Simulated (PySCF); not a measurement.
H₃NbO₄, SMILES [O]=[Nb]([OH])([OH])[OH], multiplicity 1. Geometry: PBE-D3(BJ)/def2-SVP. The spin state was assumed, not searched. The def2 effective core potentials stand for the cores of Nb; spin–orbit coupling is left out. One conformer was computed; it need not be the lowest.

### Question
Give the equilibrium geometry at PBE-D3(BJ)/def2-SVP (PySCF confirms it by a frequency run) as Cartesian coordinates in Å, and its point group. (The exact figures need the calculation; the answer reports its results.)

### Answer
Several could match; the one computed here: point group C3v.
```xyz
8

Nb     0.0000     0.0000    -0.0200
O      0.0000     0.0000    -1.7401
O      1.5685     0.9056     0.6043
H      2.2782     1.3153     0.0801
O     -1.5685     0.9056     0.6043
H     -2.2782     1.3153     0.0801
O      0.0000    -1.8111     0.6043
H      0.0000    -2.6307     0.0801
```
